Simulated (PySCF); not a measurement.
C2H5BO3.

```xyz
11

O     -0.1167    -2.1148     0.0000
B     -0.0466    -0.7662     0.0000
O     -1.1603     0.0256     0.0000
C     -0.7379     1.3727     0.0000
C      0.8093     1.3185     0.0000
O      1.1306    -0.0583     0.0000
H      0.7587    -2.5131     0.0000
H     -1.1366     1.8873    -0.8898
H     -1.1366     1.8873     0.8898
H      1.2451     1.8012     0.8901
H      1.2451     1.8012    -0.8901
```

Geometry: PBE0-D3(BJ)/def2-SVP. A frequency run showed that this geometry is not a minimum. The values are those of a single conformer.

The numbers are results of B3LYP/pcSseg-1 (PySCF), not measurements. Non-relativistic, no solvent.

Computed absolute GIAO shielding of each atom: isotropic value and principal components (ppm):
```csv
atom,σ(iso),σ11,σ22,σ33,span
O1,262.7,187.4,294.8,306.1,118.7
B2,74.2,65.6,68.1,88.9,23.3
O3,245.1,136.8,270.7,327.6,190.8
C4,110.1,74.1,97.6,158.7,84.6
C5,110.8,76.1,97.5,158.7,82.6
O6,242.1,138.7,260.1,327.6,189.0
H7,28.5,21.5,25.1,38.8,17.3
H8,27.2,23.6,25.6,32.3,8.7
H9,27.2,23.6,25.6,32.3,8.7
H10,27.3,23.7,25.7,32.4,8.7
H11,27.3,23.7,25.7,32.4,8.7
```
